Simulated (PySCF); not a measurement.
# C₆ coefficients of unlike pairs at UHF

Calculated with PySCF 2.14 from the dipole response of each species, C₆(A,B) = (3/π) ∫ α_A(iu) α_B(iu) du, in atomic units, from isotropic polarisabilities. For ions this is the dispersion term alone; charge-induced terms of lower order in 1/R come first.

```
species           configuration                                                               basis      relativity  α (bohr³)  C₆ (like pair)
    Fe⁺       [Ar] 3d6 4s1 (6D)                                      aug-cc-pwCVTZ-DK (10s9p7d4f3g)   spin-free X2C      34.63           180.2
     Re  [Xe] 4f14 5d5 6s2 (6S)                         aug-cc-pVQZ-PP with ECP60MDF (7s7p6d4f3g2h)  core potential      95.88            1121
   Sr²⁺               [Kr] (1S)  def2-QZVPPD with the def2 core potential (28 electrons) (7s5p4d3f)  core potential      5.738           27.75
      P       [Ne] 3s2 3p3 (4S)                                            aug-cc-pwCVTZ (8s7p5d3f)            none      25.43           188.7
```

(1) Estimate C₆ for Sr²⁺ with Re.

No spin-orbit coupling is included.

The other pairs:

```
     pair     C₆
Sr²⁺, Fe⁺  56.32
  P, Sr²⁺  64.19
  Re, Fe⁺  448.5
    P, Re  439.0
   P, Fe⁺  177.6
```

Answers

(1) The integral gives 136.9. The combination rule 2 C_A C_B / (C_A α_B/α_A + C_B α_A/α_B) gives 117.2 and the geometric mean 176.4.
